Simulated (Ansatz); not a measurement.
Cost and result up the ladder for Ga3P2 (the lowest doublet isomer of a short search) (5 atoms). Charge 0, multiplicity 2. Geometry: PBE0-D4/def2-SVP.

```xyz
5

Ga   -2.041    0.112    0.237
Ga    0.029    1.510   -0.971
Ga    1.611   -0.769   -1.024
P     0.537    0.539    1.179
P    -0.136   -1.392    0.579
```

Ansatz on 4 threads of Arm Neoverse V2 on a shared host. Times are rough, and most runs start from the orbitals of an earlier one. PBE0-D4/def2-TZVPD serves as the yardstick here, not as an exact answer. Differences are given only for rows in sets of like size (and for xTB, whose basis is part of the method), since another set adds its own error. Binding counts from free atoms at the same level (Ga doublet, P quartet; other spins of the atoms weren't run), without zero-point energy or a counterpoise term.

Correlated methods freeze 37 core orbitals; core or outer-core shells of Ga are correlated, in sets that lack core-valence functions. The rows differ in basis, and correlated rows in double-zeta sets carry the largest basis error. The structure comes from a short search, and lower isomers may exist.

Run but left out: HF/STO-3G, MP2/def2-TZVP (⟨S²⟩ 0.93 to 2.99, where a pure state has 0.75).

Correlated methods converge slowly with the basis, most of all in double-zeta sets.

| level | functions | wall time | binding energy per atom (eV) | difference from PBE0-D4/def2-TZVPD (eV) | remarks |
| --- | --- | --- | --- | --- | --- |
| PBE-D4/def2-SVP | 132 | 3.1 s | 2.43 | – | – |
| PBE0-D4/def2-SVP | 132 | 5.5 s | 2.27 | – | – |
| PBE-D4/def2-TZVP (with forces) | 218 | 6 s | 2.46 | 0.14 | – |
| PBE-D4/def2-TZVPD | 248 | 10 s | 2.46 | 0.14 | – |
| RPA@PBE/def2-TZVP | 218 | 10 s | 2.04 | -0.28 | – |
| HF/def2-TZVP | 218 | 14 s | 0.95 | -1.37 | spin-contaminated (⟨S²⟩ 0.93) |
| PBE0-D4/def2-TZVP | 218 | 16 s | 2.32 | 0.00 | – |
| r2SCAN-D4/def2-TZVP | 218 | 17 s | 2.34 | 0.02 | – |
| PBE0-D4/def2-TZVPD | 248 | 24 s | 2.32 | 0.00 | – |
| r2SCAN-D4/def2-TZVPD | 248 | 25 s | 2.34 | 0.02 | – |
| r2SCANh-D4/def2-TZVP | 218 | 26 s | 2.29 | -0.03 | – |
| CCSD(T)/def2-SVP | 132 | 60 s | 1.84 | – | spin-contaminated (⟨S²⟩ 0.92) |
